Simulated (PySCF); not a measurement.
C3H6BNO2, SMILES OB1CN=COC1. Heavy atoms are numbered as in [OH:1][B:2]1[CH2:3][N:4]=[CH:5][O:6][CH2:7]1. Hydrogens are named by the atom that carries them.

Geometry: ωB97X-D3(BJ)/def2-SVP. This is a generated structure with no PubChem entry under its InChIKey; it may be hypothetical. One conformer was computed; it need not be the lowest.

Computed with KT2/pcSseg-1 in PySCF.

GIAO shieldings, no solvent; atoms alike by connectivity are averaged. δ = σ(ref) − σ: ¹⁷O against H2O (σ = 330.4 ppm); ¹¹B against BF3 (σ = 89.8 ppm); ¹³C against TMS (σ = 185.1 ppm); ¹⁵N against NH3 (σ = 266.2 ppm); ¹H against TMS (σ = 31.47 ppm), references at their B3LYP-D3(BJ)/def2-TZVP geometries, non-relativistic.

```
nucleus     atoms  count  δ (ppm)
-------  --------  -----  -------
¹⁷O       O1 (OH)      1    170.3
¹⁷O            O6      1    150.0
¹¹B            B2      1     40.0
¹³C       C5 (CH)      1    143.6
¹³C      C7 (CH2)      1     61.1
¹³C      C3 (CH2)      1     39.2
¹⁵N            N4      1    233.6
¹H        H on C5      1     6.77
¹H        H on O1      1     5.00
¹H        H on C7      2     3.99
¹H        H on C3      2     3.49
```
